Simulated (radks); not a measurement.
Problem. Spherical quantum dot in the effective-mass picture: electrons in a parabolic well V = omega^2 r^2 / 2 with omega = 0.527, all in effective atomic units (hartree* = m*/eps^2 hartree, bohr* = eps/m* bohr), one dielectric constant everywhere. Calculated with a radial shooting solver with Libxc functionals: non-relativistic Kohn-Sham, PBE, spin-polarised, spherical densities. Levels are named by radial order and angular momentum (1s, 1p, 1d, 2s, ...), and open shells are averaged over m. Results are scaled to m* = 0.053 and eps = 11.3, for which hartree* = 11.29 meV and bohr* = 11.28 nm. At N = 13 the configuration is 1s2 1p6 1d(up 5, down 0). Does electron 14 go into 2s up or 1d down or 2s down?

Solution. Into 1d down. The total energies of the other choices lie higher by 0.247 meV (2s up), 0.655 meV (2s down).
